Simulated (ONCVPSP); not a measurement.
**An all-electron radial function and its pseudo partner (Be (Z = 4))**

Columns: radius, all-electron u(r) and pseudo u(r) of the 2s shell (level -7.43 eV) of beryllium in the configuration [He] 2s1.75; PBEsol, scalar-relativistic, ONCV scheme, ONCVPSP 4.0.1.

| r (bohr) | all-electron | pseudo |
| --- | --- | --- |
| 0.078 | -0.1725 | 0.0170 |
| 0.155 | -0.2467 | 0.0344 |
| 0.232 | -0.2595 | 0.0530 |
| 0.310 | -0.2333 | 0.0739 |
| 0.388 | -0.1831 | 0.0972 |
| 0.465 | -0.1198 | 0.1230 |
| 0.542 | -0.0498 | 0.1517 |
| 0.620 | 0.0235 | 0.1836 |
| 0.698 | 0.0961 | 0.2181 |
| 0.775 | 0.1649 | 0.2542 |
| 0.852 | 0.2298 | 0.2920 |
| 0.930 | 0.2908 | 0.3314 |
| 1.008 | 0.3466 | 0.3713 |
| 1.085 | 0.3967 | 0.4106 |
| 1.162 | 0.4418 | 0.4489 |
| 1.240 | 0.4826 | 0.4856 |
| 1.318 | 0.5184 | 0.5193 |
| 1.395 | 0.5488 | 0.5490 |
| 1.472 | 0.5746 | 0.5747 |
| 1.550 | 0.5964 | 0.5964 |
| 1.628 | 0.6141 | 0.6140 |
| 1.705 | 0.6276 | 0.6276 |
| 1.782 | 0.6378 | 0.6378 |
| 1.860 | 0.6447 | 0.6447 |
| 1.938 | 0.6487 | 0.6487 |
| 2.015 | 0.6499 | 0.6499 |

How many radial nodes do the two functions have?

The all-electron 2s function has n − l − 1 = 1; the pseudo-wave has 0, since the states of the same l below it are removed with the core.

At about which radius was the pseudo-wave matched?

1.55 bohr. The columns agree to 0.0005 from 1.40 bohr on; several derivatives are matched, so the curves merge somewhat inside the radius.

Is the pseudo-wave norm-conserving?

Yes: the ONCV scheme keeps the norm inside the radius equal to the all-electron one, which fixes the energy derivative of the logarithmic derivative at the level.
